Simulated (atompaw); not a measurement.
## u(r) = r·R(r): atom against pseudo-atom (gadolinium)

Columns: radius, all-electron u(r) and pseudo u(r) of the 5s shell (level -49.74 eV) of gadolinium in the configuration [Kr] 4d10 4f7 5s2 5p6 5d1 6s2 6p0; PBE, scalar-relativistic, PAW (atompaw) scheme, atompaw 4.2.0.5.

```json
{"r (bohr)": "0.115", "all-electron": "0.0790", "pseudo": "0.1518"}
{"r (bohr)": "0.231", "all-electron": "0.2447", "pseudo": "0.3010"}
{"r (bohr)": "0.346", "all-electron": "-0.3623", "pseudo": "0.4413"}
{"r (bohr)": "0.462", "all-electron": "-0.5436", "pseudo": "0.5713"}
{"r (bohr)": "0.577", "all-electron": "-0.2781", "pseudo": "0.6851"}
{"r (bohr)": "0.692", "all-electron": "0.1419", "pseudo": "0.7806"}
{"r (bohr)": "0.808", "all-electron": "0.5285", "pseudo": "0.8555"}
{"r (bohr)": "0.923", "all-electron": "0.8022", "pseudo": "0.9064"}
{"r (bohr)": "1.038", "all-electron": "0.9607", "pseudo": "0.9330"}
{"r (bohr)": "1.154", "all-electron": "1.0240", "pseudo": "0.9352"}
{"r (bohr)": "1.269", "all-electron": "1.0172", "pseudo": "0.9144"}
{"r (bohr)": "1.385", "all-electron": "0.9639", "pseudo": "0.8732"}
{"r (bohr)": "1.500", "all-electron": "0.8843", "pseudo": "0.8160"}
{"r (bohr)": "1.615", "all-electron": "0.7921", "pseudo": "0.7470"}
{"r (bohr)": "1.731", "all-electron": "0.6957", "pseudo": "0.6701"}
{"r (bohr)": "1.846", "all-electron": "0.6031", "pseudo": "0.5910"}
{"r (bohr)": "1.962", "all-electron": "0.5163", "pseudo": "0.5121"}
{"r (bohr)": "2.077", "all-electron": "0.4386", "pseudo": "0.4378"}
{"r (bohr)": "2.192", "all-electron": "0.3699", "pseudo": "0.3699"}
{"r (bohr)": "2.308", "all-electron": "0.3096", "pseudo": "0.3096"}
{"r (bohr)": "2.423", "all-electron": "0.2583", "pseudo": "0.2583"}
{"r (bohr)": "2.538", "all-electron": "0.2147", "pseudo": "0.2147"}
{"r (bohr)": "2.654", "all-electron": "0.1775", "pseudo": "0.1775"}
{"r (bohr)": "2.769", "all-electron": "0.1466", "pseudo": "0.1466"}
{"r (bohr)": "2.885", "all-electron": "0.1205", "pseudo": "0.1205"}
{"r (bohr)": "3.000", "all-electron": "0.0991", "pseudo": "0.0991"}
```

Task: How many radial nodes do the two functions have?

Result: The all-electron 5s function has n − l − 1 = 4 (the table is too coarse to show those close to the nucleus); the pseudo-wave has 0, since the states of the same l below it are removed with the core.

Task: At about which radius was the pseudo-wave matched?

Result: 2.25 bohr, where the columns begin to agree (steps of 0.12 bohr).

Task: Is the pseudo-wave norm-conserving?

Result: No, it belongs to a PAW set: the norm inside the radius is not constrained, and the difference is carried by the augmentation charge.
